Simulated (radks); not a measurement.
Charge is removed step by step from the 3p3/2 level of Ca3+, starting from [Ne] 3s2 3p(1/2: 2, 3/2: 3). All-electron calculation, Dirac Kohn-Sham, PBE, spin-unpolarised, spherical densities, point nucleus. Program: a radial shooting solver on a logarithmic mesh with Libxc functionals.

| removed (e) | E - E(0) (eV) | eigenvalue (eV) | E minus straight line (eV) |
|---|---|---|---|
| 0 | 0.000 | -59.508 | 0.000 |
| 0.25 | 15.416 | -63.834 | -1.652 |
| 0.5 | 31.923 | -68.229 | -2.214 |
| 0.75 | 49.536 | -72.690 | -1.669 |
| 1 | 68.273 | -77.215 | 0.000 |

Removing the whole electron costs 68.273 eV by Delta-SCF, against 59.508 eV from minus the eigenvalue at the starting occupation. Slater's transition state (half an electron removed) gives 68.229 eV. Integrating minus the eigenvalue over the occupation (Janak's theorem) gives 68.273 eV. The mean slope of the eigenvalue, de/dn, is 17.7 eV per electron. Ionisation energy of Ca3+ in the NIST Atomic Spectra Database: 67.273 eV (semi-empirical).

Beside tabulated values, note that spin-unpolarised runs miss the spin-polarisation part of the exchange energy of open shells.
